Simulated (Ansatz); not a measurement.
Reaction (formal exchange of groups at the Si–Si bond): `[SiH3][SiH]1O[SiH2]1` + `CCl` → `ClC[SiH]1O[SiH2]1` + SiH₄

Gas-phase electronic energies from Ansatz, PBE0-D4/def2-TZVP geometries. CCSD(T)/CBS is the MP2 limit (def2-TZVPP, def2-QZVPP) plus CCSD(T) − MP2 in def2-TZVPP, frozen cores. This one scheme is used for every species. Functionals use def2-TZVPP. Each species was taken in one conformer, which may not be the lowest.

`[SiH3][SiH]1O[SiH2]1`:

Z-matrix (Å, degrees):
```
Si
Si 1 2.334
H 1 1.488 2 111.3
H 1 1.488 2 108.6 3 119.9
H 1 1.486 2 109.3 3 -120.9
O 2 1.707 1 114.7 3 70.7
Si 2 2.197 1 124.5 3 127.1
H 2 1.489 1 113.5 3 -61.1
H 7 1.484 2 124.4 1 -0.3
H 7 1.483 2 124.5 1 171.5
```

`CCl`:

Z-matrix (Å, degrees):
```
C
Cl 1 1.773
H 1 1.088 2 108.6
H 1 1.087 2 108.7 3 -120.0
H 1 1.088 2 108.7 3 120.0
```

`ClC[SiH]1O[SiH2]1`:

```xyz
10

Cl    0.793    2.144   -1.894
C    -0.337    0.846   -1.410
Si    0.542   -0.324   -0.242
O     0.721    0.269    1.327
Si   -0.307   -1.044    1.648
H    -0.670    0.340   -2.317
H    -1.199    1.313   -0.933
H     1.798   -0.806   -0.865
H     0.297   -2.090    2.510
H    -1.637   -0.648    2.176
```

SiH₄:

Z-matrix (Å, degrees):
```
Si
H 1 1.485
H 1 1.485 2 109.5
H 1 1.485 2 109.5 3 -120.0
H 1 1.485 2 109.5 3 120.0
```

```
               species  r2SCAN-D4 energy (Eh)
`[SiH3][SiH]1O[SiH2]1`             -947.27242
                 `CCl`             -500.08028
   `ClC[SiH]1O[SiH2]1`            -1155.49335
                  SiH₄             -291.85455
```

(1) Work out ΔE.

Largest T1 diagnostic among the species: 0.015.

Answers

(1) ΔE = (-1155.49335) + (-291.85455) − (-947.27242) − (-500.08028) = 0.00480 Eh = +3.0 kcal/mol. CCSD(T)/CBS gives +2.1 kcal/mol.
